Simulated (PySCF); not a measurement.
C₂H₆OZn, charge +1, multiplicity 2. Atoms are numbered in the order given.

```xyz
10

Zn     0.3291     0.1745     0.3145
C     -0.0331    -1.0506    -1.3921
C     -1.4937    -0.8377    -1.5127
H      0.3371    -2.0073    -0.9873
H      0.6419    -0.5497    -2.1060
H     -1.7889     0.1923    -1.7695
H     -2.0878    -1.2349    -0.6739
H     -1.8014    -1.4532    -2.3983
O      0.3482     1.2149     1.7249
H      1.2007     1.4297     2.1286
```
Charge +1, spin multiplicity 2.

Coordinates come from a ωB97X-D3(BJ)/def2-SVP optimisation. The spin state was assumed, not searched. The isomer is the one that the SMILES or the coordinates give; other isomers of the formula were not compared. The values are those of a single conformer.

The numbers are results of PBE0/def2-TZVP (PySCF), not measurements.

Isolated molecule, no solvent.

Computed frontier levels, dipole moment and polarisability:
| Item | Result |
|---|---|
| α spin, highest occupied and lowest empty level | -13.42 and -6.36 eV |
| β spin, highest occupied and lowest empty level | -13.33 and -10.66 eV |
| dipole moment about the centre of nuclear charge | 4.90 D |
| mean static polarisability | 56.8 bohr³ (8.41 Å³) |
| polarisability, principal values | 36.8, 43.9, 89.5 bohr³ |
| ⟨S²⟩ | 0.758 (pure state 0.75) |
